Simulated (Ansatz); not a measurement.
Species: CH5O2Si (charge 0, doublet). It need not be the lowest isomer of its formula. 
Coordinates optimised at B3LYP-D3(BJ)/def2-TZVP (Ansatz, a program for electronic structure):
```
Si
O 1 1.6522
H 2 0.9615 1 117.29
O 1 1.6641 2 106.46 3 -45.49
H 4 0.9607 1 117.47 2 156.43
C 1 1.8762 2 105.10 3 -164.74
H 6 1.0906 1 111.13 2 179.36
H 6 1.0906 7 108.62 1 -121.87
H 6 1.0937 7 108.86 8 -118.31
```
Charge 0, spin multiplicity 2.

Basis-set convergence of Hartree-Fock and CCSD correlation energies (hartree) with Ansatz. Valence correlation only, unless marked. UHF or UKS for open shells. Spin-orbit coupling is left out. Non-relativistic.

```tsv
basis	functions	E(HF)	E(corr, CCSD)
cc-pV(D+d)Z	90	-479.51192	-0.63335
cc-pV(T+d)Z	199	-479.60541	-0.78657
cc-pV(Q+d)Z	379	-479.62561	-0.83769
```

Extrapolating the two largest sets (X = 3 and 4) as X^-3: E(corr) = (64·(-0.83769) - 27·(-0.78657))/37 = -0.8750 Eh, an estimate of the basis-set limit. The largest set recovers 95.7 % of it, the smallest 72.4 %.
